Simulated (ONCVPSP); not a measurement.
**Li (Z = 3): one change to an ONCV potential, before and after**

Li (Z = 3), optimised norm-conserving Vanderbilt (ONCV), made with ONCVPSP 4.0.1 (PBE, non-relativistic). Core [He], reference 2s1. Waves: 2s: rc 3.45 bohr, ncon 4, nbas 9, qcut 2 1/bohr, 3 projectors, debl 3.5 Ha; p scattering state at 0.03 Ha: rc 2.85 bohr, ncon 4, nbas 8, qcut 2.4 1/bohr, 2 projectors, debl 2.9 Ha. Local part: polynomial inside 1.85 bohr (lpopt 4, dvloc0 2 Ha). Core correction: polynomial model core, fcfact 0.65.

In the p channel the program set the typed energies aside and used 0.050, 2.950 Ha.

Change: s: rc 2.74.

Cutoffs: the cutoffs (Ha) at which the residual kinetic energy of the hardest occupied pseudo-wave falls to 1 and 0.1 mHa per electron; they do not see the model core or the augmentation charge, which bear on the density cutoff. Errors are all-electron minus pseudo energies relative to the spin-unpolarised reference configuration.

Problem. What does the change do?

Solution. The potential gets harder (1.2 Ha and 2.2 Ha → 1.7 Ha and 8.6 Ha); both files keep a bound ghost (p). A smaller radius makes the pseudo-wave follow the all-electron one further in, where it bends more sharply, so more plane waves are needed.

```tsv
quantity	base	changed
cutoff, loose	1.2 Ha	1.7 Ha
cutoff, tight	2.2 Ha	8.6 Ha
bound ghosts	p	p
GHOST(+) flags under 300 eV	p at 85.7 eV, s at 101.2 eV, p at 195.3 eV, s at 204.5 eV	p at 85.7 eV, p at 195.3 eV, s at 232.2 eV
error for 2s0.5, meV [ΔE 2.05 eV]	-8.1	-0.6
error for 2s0 2p1, meV [ΔE 1.79 eV]	-29	-21
p: phases at 2.89 bohr within 0.05 rad from the reference energy up to (Ha; the scan ends near 5)	0.2	0.2
rms error of d²Exc/dni dnj with the model core, mHa	0.69	0.23
```

Base: The cutoffs count occupied waves only; projector 2 of the p channel, the hardest unoccupied one, needs 43 Ha at the loose tolerance. Changed file: The cutoffs count occupied waves only; projector 2 of the p channel, the hardest unoccupied one, needs 43 Ha at the loose tolerance. A true bound ghost makes a file unfit for plane-wave use even where its test errors are small: the radial tests pick states by their node count and pass the ghost by.
